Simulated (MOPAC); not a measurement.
MOPAC input (PM6):

```
PM6 PRECISE GNORM=0.05 LET XYZ CHARGE=-1 GEO-OK AUX(PRECISION=9) THREADS=1
C4H6B

C     0.59509000 1    2.32986200 1    0.64063000 1
C     0.29563400 1    1.15744800 1    0.31825700 1
B    -0.05764200 1   -0.22567800 1   -0.06205400 1
C     1.05072600 1   -1.34911900 1   -0.33137500 1
C    -1.57545200 1   -0.70525500 1   -0.23350500 1
H     1.02463800 1   -2.09146800 1    0.47887200 1
H     2.06400300 1   -0.94707300 1   -0.37868700 1
H     0.85139100 1   -1.91128600 1   -1.25358100 1
H    -2.29864100 1    0.02843100 1    0.12609300 1
H    -1.78499100 1   -0.88542100 1   -1.29741200 1
H    -1.76417900 1   -1.66241000 1    0.27094100 1
```

Output:

```
 *******************************************************************************
 **                                                                           **
 **                              MOPAC v23.2.5                                **
 **                                                                           **
 *******************************************************************************
 ** MOPAC's Digital Object Identifier: https://doi.org/10.5281/zenodo.6511958 **
 **                                                                           **
 ** Please cite the open-source release paper for use of this MOPAC version:  **
 ** J. E. Moussa and J. J. P. Stewart (2026)                                  **
 ** MOPAC: An open-source semiempirical molecular orbital program             **
 ** J. Open Source Softw., 11(119), 8025, https://doi.org/10.21105/joss.08025 **
 *******************************************************************************

                              PM6 CALCULATION RESULTS

 *******************************************************************************
 *  PM6        - The PM6 Hamiltonian to be used
 *  GEO-OK     - OVERRIDE INTERATOMIC DISTANCE AND OTHER SAFETY CHECKS
 *
 *
 *
 *                 CHARGE ON SYSTEM = -1
 *
 *
 *
 *  LET        - OVERRIDE SOME SAFETY CHECKS
 *  PRECISE    - TIGHTER CRITERIA TO BE USED
 *  XYZ        - CARTESIAN COORDINATE SYSTEM TO BE USED
 *  GNORM      - EXIT WHEN GRADIENT NORM DROPS BELOW 0.050
 *  AUX        - OUTPUT AUXILIARY INFORMATION
 *******************************************************************************
PM6 PRECISE GNORM=0.05 LET XYZ CHARGE=-1 GEO-OK AUX(PRECISION=9) THREADS=1
 C4H6B

   ATOM   CHEMICAL          X               Y               Z
  NUMBER   SYMBOL      (ANGSTROMS)     (ANGSTROMS)     (ANGSTROMS)

     1       C          0.59509000  *   2.32986200  *   0.64063000  *
     2       C          0.29563400  *   1.15744800  *   0.31825700  *
     3       B         -0.05764200  *  -0.22567800  *  -0.06205400  *
     4       C          1.05072600  *  -1.34911900  *  -0.33137500  *
     5       C         -1.57545200  *  -0.70525500  *  -0.23350500  *
     6       H          1.02463800  *  -2.09146800  *   0.47887200  *
     7       H          2.06400300  *  -0.94707300  *  -0.37868700  *
     8       H          0.85139100  *  -1.91128600  *  -1.25358100  *
     9       H         -2.29864100  *   0.02843100  *   0.12609300  *
    10       H         -1.78499100  *  -0.88542100  *  -1.29741200  *
    11       H         -1.76417900  *  -1.66241000  *   0.27094100  *

          CARTESIAN COORDINATES

    NO.       ATOM           X           Y           Z

     1         C          0.5951      2.3299      0.6406
     2         C          0.2956      1.1574      0.3183
     3         B         -0.0576     -0.2257     -0.0621
     4         C          1.0507     -1.3491     -0.3314
     5         C         -1.5755     -0.7053     -0.2335
     6         H          1.0246     -2.0915      0.4789
     7         H          2.0640     -0.9471     -0.3787
     8         H          0.8514     -1.9113     -1.2536
     9         H         -2.2986      0.0284      0.1261
    10         H         -1.7850     -0.8854     -1.2974
    11         H         -1.7642     -1.6624      0.2709

 General Reference for PM6:
 "Optimization of Parameters for Semiempirical Methods V: Modification of NDDO Approximations
 and Application to 70 Elements", J. J. P. Stewart, J. Mol. Mod., 13, 1173-1213 (2007)
 URL: https://link.springer.com/article/10.1007/s00894-007-0233-4

           Empirical Formula: C4 H6 B  =    11 atoms

      MOLECULAR POINT GROUP   :   C2

      RHF CALCULATION, NO. OF DOUBLY OCCUPIED LEVELS = 13

          Geometry optimization using EF

          DIAGONAL MATRIX USED AS START HESSIAN

 CYCLE:     1  GRAD.:    85.800 HEAT:  65.79428
 CYCLE:     2  GRAD.:   594.444 HEAT:  123.4339
 CYCLE:     3  GRAD.:   107.269 HEAT:  67.93798
 CYCLE:     4  GRAD.:    93.585 HEAT:  68.39113
 CYCLE:     5  GRAD.:    94.973 HEAT:  63.40501
 CYCLE:     6  GRAD.:   383.199 HEAT:  96.15924
 CYCLE:     7  GRAD.:   126.578 HEAT:  67.47883
 CYCLE:     8  GRAD.:   287.431 HEAT:  88.03109
 CYCLE:     9  GRAD.:    28.819 HEAT:  62.52674
 CYCLE:    10  GRAD.:    63.645 HEAT:  62.90702
 CYCLE:    11  GRAD.:    30.591 HEAT:  62.30142
 CYCLE:    12  GRAD.:    35.017 HEAT:  62.47847
 CYCLE:    13  GRAD.:    48.247 HEAT:  62.25903
 CYCLE:    14  GRAD.:    40.530 HEAT:  62.29978
 CYCLE:    15  GRAD.:    11.168 HEAT:  62.06112
 CYCLE:    16  GRAD.:    51.545 HEAT:  62.73068
 CYCLE:    17  GRAD.:     2.595 HEAT:  62.01806
 CYCLE:    18  GRAD.:     2.723 HEAT:  62.01822
 CYCLE:    19  GRAD.:     2.897 HEAT:  62.01840
 CYCLE:    20  GRAD.:     2.356 HEAT:  62.01710
 CYCLE:    21  GRAD.:     0.831 HEAT:  62.01654
 CYCLE:    22  GRAD.:     2.376 HEAT:  62.01664
 CYCLE:    23  GRAD.:     1.240 HEAT:  62.01596
 CYCLE:    24  GRAD.:     2.508 HEAT:  62.01584
 CYCLE:    25  GRAD.:     0.526 HEAT:  62.01458
 CYCLE:    26  GRAD.:     1.507 HEAT:  62.01274
 CYCLE:    27  GRAD.:     2.633 HEAT:  62.01000
 CYCLE:    28  GRAD.:     3.099 HEAT:  62.00497
 CYCLE:    29  GRAD.:     1.167 HEAT:  61.99925
 CYCLE:    30  GRAD.:     4.005 HEAT:  61.99027
 CYCLE:    31  GRAD.:    11.382 HEAT:  61.99645
 CYCLE:    32  GRAD.:     8.545 HEAT:  61.96507
 CYCLE:    33  GRAD.:     6.350 HEAT:  61.94307
 CYCLE:    34  GRAD.:    29.880 HEAT:  62.52041
 CYCLE:    35  GRAD.:     1.202 HEAT:  61.92974
 CYCLE:    36  GRAD.:     0.785 HEAT:  61.92418
 CYCLE:    37  GRAD.:     2.312 HEAT:  61.91234
 CYCLE:    38  GRAD.:     1.976 HEAT:  61.90838
 CYCLE:    39  GRAD.:     6.372 HEAT:  61.90910
 CYCLE:    40  GRAD.:     2.268 HEAT:  61.89707
 CYCLE:    41  GRAD.:     1.315 HEAT:  61.89036
 CYCLE:    42  GRAD.:     2.141 HEAT:  61.88473
 CYCLE:    43  GRAD.:     5.268 HEAT:  61.88581
 CYCLE:    44  GRAD.:     2.714 HEAT:  61.88638
 CYCLE:    45  GRAD.:     0.309 HEAT:  61.87342
 CYCLE:    46  GRAD.:     3.981 HEAT:  61.87408
 CYCLE:    47  GRAD.:     0.581 HEAT:  61.86839
 CYCLE:    48  GRAD.:     1.045 HEAT:  61.86530
 CYCLE:    49  GRAD.:     7.797 HEAT:  61.89700
 CYCLE:    50  GRAD.:    13.516 HEAT:  62.04575
 CYCLE:    51  GRAD.:   234.519 HEAT:  118.9540
 CYCLE:    52  GRAD.:    62.955 HEAT:  65.18219
 CYCLE:    53  GRAD.:    55.544 HEAT:  63.86965
 CYCLE:    54  GRAD.:    13.758 HEAT:  62.01417
 CYCLE:    55  GRAD.:    16.700 HEAT:  62.04857
 CYCLE:    56  GRAD.:     2.649 HEAT:  61.91090
 CYCLE:    57  GRAD.:     2.862 HEAT:  61.90105
 CYCLE:    58  GRAD.:     1.496 HEAT:  61.88441
 CYCLE:    59  GRAD.:     0.849 HEAT:  61.88038
 CYCLE:    60  GRAD.:     0.735 HEAT:  61.87979
 CYCLE:    61  GRAD.:     0.294 HEAT:  61.87939
 CYCLE:    62  GRAD.:     0.145 HEAT:  61.87933
 CYCLE:    63  GRAD.:     0.139 HEAT:  61.87933
 CYCLE:    64  GRAD.:     0.022 HEAT:  61.87932

     GRADIENT =  0.02223 IS LESS THAN CUTOFF =  0.05000

 -------------------------------------------------------------------------------
 PM6 PRECISE GNORM=0.05 LET XYZ CHARGE=-1 GEO-OK AUX(PRECISION=9) THREADS=1
 C4H6B

     GEOMETRY OPTIMISED USING EIGENVECTOR FOLLOWING (EF).
     SCF FIELD WAS ACHIEVED

                              PM6 CALCULATION
                                                       MOPAC v23.2.5 Linux

          FINAL HEAT OF FORMATION =         61.87932 KCAL/MOL =     258.90307 KJ/MOL

          COSMO AREA              =        127.66 SQUARE ANGSTROMS
          COSMO VOLUME            =        113.20 CUBIC ANGSTROMS

          GRADIENT NORM           =          0.02223          =       0.00670 PER ATOM
          IONIZATION POTENTIAL    =          3.022773 EV
          HOMO LUMO ENERGIES (EV) =         -3.023  5.880
          NO. OF FILLED LEVELS    =         13
          MOLECULAR WEIGHT        =         64.9014         POINT GROUP:  C2v

          MOLECULAR DIMENSIONS (Angstroms)

            Atom       Atom       Distance
            H    11    C     1     4.81689
            H     7    H     9     4.13022
            H    10    H     6     3.18298

          SCF CALCULATIONS        =         65

   ATOM   CHEMICAL          X               Y               Z
  NUMBER   SYMBOL      (ANGSTROMS)     (ANGSTROMS)     (ANGSTROMS)

     1       C          0.59398888  *   2.32481758  *   0.64083082  *
     2       C          0.28222405  *   1.10520603  *   0.30489835  *
     3       B         -0.06527464  *  -0.25513361  *  -0.06984622  *
     4       C          1.05425530  *  -1.39315340  *  -0.22468642  *
     5       C         -1.58517060  *  -0.68524729  *  -0.34790437  *
     6       H          1.53573465  *  -1.48663540  *   0.74539553  *
     7       H          1.77859937  *  -1.02350730  *  -0.94585200  *
     8       H          0.65006174  *  -2.34396885  *  -0.54297028  *
     9       H         -2.15308107  *  -0.42227681  *   0.54073443  *
    10       H         -1.92968198  *  -0.07835652  *  -1.18135538  *
    11       H         -1.69295590  *  -1.73731734  *  -0.57216706  *

                             CARTESIAN COORDINATES

   1    C        0.593988878     2.324817582     0.640830817
   2    C        0.282224054     1.105206028     0.304898347
   3    B       -0.065274637    -0.255133607    -0.069846218
   4    C        1.054255304    -1.393153399    -0.224686419
   5    C       -1.585170604    -0.685247293    -0.347904367
   6    H        1.535734646    -1.486635396     0.745395535
   7    H        1.778599365    -1.023507295    -0.945852004
   8    H        0.650061743    -2.343968852    -0.542970280
   9    H       -2.153081074    -0.422276809     0.540734432
  10    H       -1.929681983    -0.078356523    -1.181355378
  11    H       -1.692955896    -1.737317337    -0.572167058

           Empirical Formula: C4 H6 B  =    11 atoms

      MOLECULAR POINT GROUP   :   C2v

                  EIGENVALUES
 -20.53968 -19.47951 -16.54804 -11.47433  -9.64396  -9.53389  -9.02663  -8.81092
  -7.22763  -6.11773  -3.69465  -3.53499  -3.02277   5.88015   7.77275   8.46277
   9.25602   9.91124  10.45536  10.57598  10.63249  10.69984  11.33136  11.73324
  11.73569  14.33762

              NET ATOMIC CHARGES AND DIPOLE CONTRIBUTIONS

  ATOM NO.   TYPE          CHARGE      No. of ELECS.   s-Pop       p-Pop
    1          C          -0.198897        4.1989     1.65687     2.54202
    2          C          -0.608272        4.6083     1.17390     3.43437
    3          B           0.147005        2.8530     1.03164     1.82136
    4          C          -0.546591        4.5466     1.08532     3.46127
    5          C          -0.546570        4.5466     1.08532     3.46125
    6          H           0.134293        0.8657     0.86571
    7          H           0.134700        0.8653     0.86530
    8          H           0.107674        0.8923     0.89233
    9          H           0.134745        0.8653     0.86526
   10          H           0.134224        0.8658     0.86578
   11          H           0.107690        0.8923     0.89231
 DIPOLE           X         Y         Z       TOTAL
 POINT-CHG.    -0.961    -3.761    -1.039     4.018
 HYBRID        -0.514    -2.014    -0.556     2.152
 SUM           -1.475    -5.775    -1.595     6.170

          ATOMIC ORBITAL ELECTRON POPULATIONS

     Atom    s        px        py        pz
    1  C   1.65687   0.80673   1.15308   0.58221
    2  C   1.17390   1.18766   1.04652   1.20019
    3  B   1.03164   0.70525   0.77000   0.34610
    4  C   1.08532   1.18502   1.14287   1.13339
    5  C   1.08532   1.21113   1.11370   1.13642
    6  H   0.86571
    7  H   0.86530
    8  H   0.89233
    9  H   0.86526
   10  H   0.86578
   11  H   0.89231

 **********************
 *                    *
 * JOB ENDED NORMALLY *
 *                    *
 **********************

 == MOPAC DONE ==
```

The dipole moment of an ion depends on the origin.

The geometry given is a B3LYP-D3(BJ)/def2-TZVP minimum.
